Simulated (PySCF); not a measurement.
# Magnetisability: `[BH3-][N+](C)(C)CC(F)F`, C₄H₁₂BF₂N

Geometry (Å), atoms numbered from 1 in this order:
```xyz
20

B    -0.472    1.636   -0.207
N    -0.442   -0.014   -0.042
C    -1.561   -0.569   -0.803
C    -0.603   -0.372    1.365
C     0.789   -0.589   -0.591
C     2.076   -0.162    0.106
F     2.301   -0.899    1.224
F     3.125   -0.421   -0.713
H    -1.564    1.974    0.117
H     0.359    2.084    0.520
H    -0.241    1.855   -1.354
H    -1.461   -0.293   -1.850
H    -1.596   -1.659   -0.714
H    -2.490   -0.147   -0.430
H    -0.594   -1.457    1.501
H    -1.547    0.030    1.722
H     0.193    0.069    1.958
H     0.745   -1.688   -0.556
H     0.881   -0.270   -1.632
H     2.097    0.902    0.374
```

Computed with PySCF, GIAO HF/pcSseg-1 magnetisability, rotational g tensor and spin-rotation constants, non-relativistic, gas phase. Geometry: GFN2-xTB.

(1) How diamagnetic is it, and how anisotropic?

(2) Split it along the inertial axes a, b, c into diamagnetic and paramagnetic parts about the centre of mass, with the quadrupole moment.

(3) And the rotational g tensor?

Answers

(1) Isotropic -1337 × 10⁻³⁰ J/T², or -80.5 × 10⁻⁶ cm³/mol; principal values -1370, -1323, -1318 × 10⁻³⁰ J/T², anisotropy 49 × 10⁻³⁰ J/T² (root of half the summed squared differences of the principal values). The susceptibility is in cgs units.

(2) 
| axis | χ (10⁻⁶ cm³/mol) | diamagnetic (10⁻⁶ cm³/mol) | paramagnetic (10⁻⁶ cm³/mol) | summed x² of all electrons (Å²) | quadrupole Θ (D Å) |
| --- | --- | --- | --- | --- | --- |
| a | -79.4 | -498.7 | 419.3 | 196.4 | -3.44 |
| b | -82.0 | -1049.8 | 967.8 | 66.5 | +2.95 |
| c | -80.1 | -1115.0 | 1034.9 | 51.1 | +0.49 |

Anisotropies 2χaa − χbb − χcc = +3.2 and 2χbb − χaa − χcc = -4.5 × 10⁻⁶ cm³/mol. Θ is traceless in Buckingham's convention.

(3) 
| axis | rotational constant (GHz) | g | nuclear part | electronic part |
| --- | --- | --- | --- | --- |
| a | 3.2486 | -0.0247 | 0.6152 | -0.6399 |
| b | 1.2558 | -0.0103 | 0.5607 | -0.5709 |
| c | 1.1562 | -0.0097 | 0.5524 | -0.5621 |

Asymmetric top; isotopes 11B, 12C, 19F, 1H, 14N; no vibrational averaging.
